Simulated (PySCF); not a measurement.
**[La(NH3)2]3+: from a saddle point downhill**

PySCF 2.14.0, RKS PBE0, La lcecp-1-SVP with ECP46, N def2-SVP, H def2-SVP; non-relativistic Hamiltonian with scalar-relativistic core potentials where named; density fitting; no spin-orbit coupling. Relaxed within the symmetry of its start, the geometry (D3d) is

```xyz
9

La    0.0000    0.0000    0.0000
N     0.0000    0.0000    2.5853
H     0.8070    0.4659    3.0432
H    -0.8070    0.4659    3.0432
H     0.0000   -0.9318    3.0432
N     0.0000    0.0000   -2.5853
H     0.8070   -0.4659   -3.0432
H    -0.8070   -0.4659   -3.0432
H     0.0000    0.9318   -3.0432
```

and its lowest harmonic modes are -105, -105, 52, 336, 337, 625 cm⁻¹ (negative: unstable). It was moved along the lowest mode and relaxed again.

**Question.** Where does it end, and how much lower?

**Answer.** In C1, 0.402 eV lower, after 15 steps:
```xyz
9

La    1.1657    0.2154   -0.0001
N    -0.1943   -0.0309    2.1058
H     0.2688    0.3203    2.9678
H    -1.1091    0.4604    2.1247
H    -0.4532   -1.0019    2.3707
N    -0.1936   -0.0377   -2.1053
H     0.2955   -0.5188   -2.8864
H    -1.0792   -0.5747   -2.0271
H    -0.5052    0.8487   -2.5500
```

**Question.** How do the contacts change?

**Answer.** 
```tsv
contact	saddle (Å)	end (Å)
La1–N2 (NH3)	2.585	2.519
La1–N6 (NH3)	2.585	2.519
```


**Question.** Is the end a minimum?

**Answer.** Probably not: 1 of the modes stay unstable (below −25 cm⁻¹), though so soft as to be near the noise; lowest modes -28, -3, 70, 355, 362, 661 cm⁻¹.

State: singlet in the valence, with the 4f electrons in the core potential.
